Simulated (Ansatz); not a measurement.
Ideal-gas functions of CH$_{4}$AlFN$_{2}$, SMILES `N=C[NH][AlH][F]` at 600 K and 1 bar, from an Ansatz frequency run at PBE0-D4/def2-TZVP.

Molar mass 90.04 g/mol, point group Cs (symmetry number 1), electronic degeneracy 1, moments of inertia 69.045, 178.353, 247.399 u Å². Harmonic wavenumbers (cm⁻¹, unscaled): 110, 121, 176, 269, 481, 583, 603, 646, 714, 865, 873, 1090, 1119, 1221, 1400, 1432, 1737, 2007, 3096, 3472, 3588.

Use S(trans) = R[1.5 ln M + 2.5 ln T − 1.1517]; rotational temperatures θ = 24.2544 K / I; S(rot) = R[ln(√π/σ · √(T³/θAθBθC)) + 1.5]; for each mode x = 1.438777 ν̃/T, S = R[x/(eˣ − 1) − ln(1 − e⁻ˣ)] and H = RT x/(eˣ − 1); 1 cm⁻¹ = 0.0119627 kJ/mol; R = 8.31446 J/(mol·K).

By hand: the entropy, in J/(mol·K).

Translation 179.5. Rotation: θ = 0.3513, 0.136, 0.098 K, giving 119.3. Vibration, mode by mode: 19.42, 18.63, 15.55, 12.10, 7.57, 6.17, 5.94, 5.46, 4.79, 3.59, 3.54, 2.35, 2.22, 1.83, 1.30, 1.22, 0.68, 0.40, 0.04, 0.02, 0.01, in all 112.9. Electronic 0.0. Sum 411.7 J/(mol·K).

By hand: H − E and G − E in kJ/mol, counted from the electronic energy.

Zero-point energy ½ × 25603 × 0.0119627 = 153.1; thermal vibration 34.9; translation, rotation and pV give 4 RT = 20.0. H − E = 208.0 kJ/mol, and G − E = 208.0 − 600 × 411.7/1000 = -39.0 kJ/mol.

Vibration gives 27 % of the entropy, 38.1 J/(mol·K) of it from the modes under 150 cm⁻¹: soft modes count most, and the harmonic formula is weakest for them. The sum counts one conformer and one mirror image; others add a mixing term.
